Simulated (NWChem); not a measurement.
System: BeSiH₃OF; SMILES [F][Be][O][SiH3]

Here is an NWChem input.

```
start job
memory heap 200 mb stack 900 mb global 1100 mb
geometry units angstroms noautoz
  Be    -0.027572     1.430598     0.001524
  F     -0.055701     2.825308     0.004602
  O      0.001022     0.015560    -0.002566
  Si     0.033208    -1.647050    -0.005308
  H     -0.539960    -2.169002    -1.294652
  H     -0.781014    -2.177363     1.143290
  H      1.450266    -2.132862     0.133108
end
basis spherical
  * library def2-svp
end
dft
  xc b3lyp
  iterations 150
  mulliken
end
task dft energy
```

Coordinates come from a PBE-D3(BJ)/def2-SVP optimisation.

**Question.** What results follow from this input? (B3LYP/def2-SVP.) Quantities: basis functions; energy (Ha); highest occupied level (eV); orbital gap (eV); dipole (D).

**Answer.** 
```
Item                           Value
---------------------------  -------
number of basis functions         70
energy (Ha)                  -481.07
highest occupied level (eV)    -8.72
orbital gap (eV)                8.07
dipole (D)                      1.31
```
